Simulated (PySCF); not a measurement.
AlH₄NO₂, SMILES [NH2][Al]([OH])[OH]. The structure is a stationary point at B3LYP-D3(BJ)/def2-SVP. The values are those of a single conformer.

All values below come from B3LYP-D3(BJ)/def2-SVP (PySCF 2.14.0).

Harmonic wavenumbers (cm⁻¹): 207, 209, 236, 279, 298, 347, 360, 522, 594, 659, 700, 920, 947, 1525, 3585, 3671, 3931, 3942. Rotational constants (GHz): 6.511, 6.095, 3.148; symmetry number 1.

Problem. Work out the zero-point energy and the ideal-gas rigid-rotor harmonic-oscillator thermochemistry at 298.15 K and 1 atm.

Solution. ZPE = ½ Σ hcν = ½ × 22931 cm⁻¹ = 137.16 kJ/mol. H − E(el) = 157.32 kJ/mol. Entropy in J/(mol K): translation 162.92, rotation 106.09, vibration 55.30, total 324.31. G − E(el) = 60.63 kJ/mol. Cp = 104.12 J/(mol K).
